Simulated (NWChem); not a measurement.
System meant: benzenedithiol (C$_{6}$H$_{6}$S$_{2}$); SMILES c1c(ccc(S)c1)S

Here is an NWChem input.

```
start job
memory heap 200 mb stack 900 mb global 1100 mb
geometry units angstroms noautoz
  S      3.194036     0.000000    -0.085220
  C      1.409275     0.000000    -0.003706
  C      0.697183     0.000000     1.200835
  C     -0.697183     0.000000     1.200835
  C     -1.409275     0.000000    -0.003706
  S     -3.194036     0.000000    -0.085220
  C     -0.695672     0.000000    -1.210135
  C      0.695672     0.000000    -1.210135
  H      3.416282     0.000000     1.244766
  H      1.224009     0.000000     2.151334
  H     -1.224009     0.000000     2.151334
  H     -3.416282     0.000000     1.244766
  H     -1.227835     0.000000    -2.157537
  H      1.227835     0.000000    -2.157537
end
basis spherical
  * library def2-svp
end
dft
  odft
  mult 2
  xc b3lyp
  iterations 150
  mulliken
end
task dft energy
```

End of the output:

```
 Summary of "ao basis" -> "" (spherical)
 ------------------------------------------------------------------------------
       Tag                 Description            Shells   Functions and Types
 ---------------- ------------------------------  ------  ---------------------
 *                          def2-svp                  on all atoms

                                 NWChem DFT Module
                                 -----------------

 Summary of "ao basis" -> "ao basis" (spherical)
 ------------------------------------------------------------------------------
       Tag                 Description            Shells   Functions and Types
 ---------------- ------------------------------  ------  ---------------------
 S                          def2-svp                 8       18   4s3p1d
 C                          def2-svp                 6       14   3s2p1d
 H                          def2-svp                 3        5   2s1p

 Summary of "ao basis" -> "ao basis" (spherical)
 ------------------------------------------------------------------------------
       Tag                 Description            Shells   Functions and Types
 ---------------- ------------------------------  ------  ---------------------
 S                          def2-svp                 8       18   4s3p1d
 C                          def2-svp                 6       14   3s2p1d
 H                          def2-svp                 3        5   2s1p

      Symmetry analysis of basis
      --------------------------

        a1         55
        a2         20
        b1         55
        b2         20

  number of electrons :                   74
  multiplicity        :                    2
 ------------------------------------------------------------------------
  no. of electrons and multiplicity not compatible                  74
 ------------------------------------------------------------------------
 ------------------------------------------------------------------------
  current input line :
    29: task dft energy
 ------------------------------------------------------------------------
 ------------------------------------------------------------------------
 There is an error in the input file
 ------------------------------------------------------------------------
 For more information see the NWChem manual at https://nwchemgit.github.io

0: no. of electrons and multiplicity not compatible:Received an Error in Communication
```

**Question.** What is wrong, and how is it mended?

**Answer.** The input was rejected before any calculation. Cause: the multiplicity doesn't fit the number of electrons (an even count wants an odd multiplicity, and the reverse). This input runs:
```
start job
memory heap 200 mb stack 900 mb global 1100 mb
geometry units angstroms noautoz
  S      3.194036     0.000000    -0.085220
  C      1.409275     0.000000    -0.003706
  C      0.697183     0.000000     1.200835
  C     -0.697183     0.000000     1.200835
  C     -1.409275     0.000000    -0.003706
  S     -3.194036     0.000000    -0.085220
  C     -0.695672     0.000000    -1.210135
  C      0.695672     0.000000    -1.210135
  H      3.416282     0.000000     1.244766
  H      1.224009     0.000000     2.151334
  H     -1.224009     0.000000     2.151334
  H     -3.416282     0.000000     1.244766
  H     -1.227835     0.000000    -2.157537
  H      1.227835     0.000000    -2.157537
end
basis spherical
  * library def2-svp
end
dft
  xc b3lyp
  iterations 150
  mulliken
end
task dft energy
```
It converges to -1028.24440 Ha (B3LYP/def2-SVP).
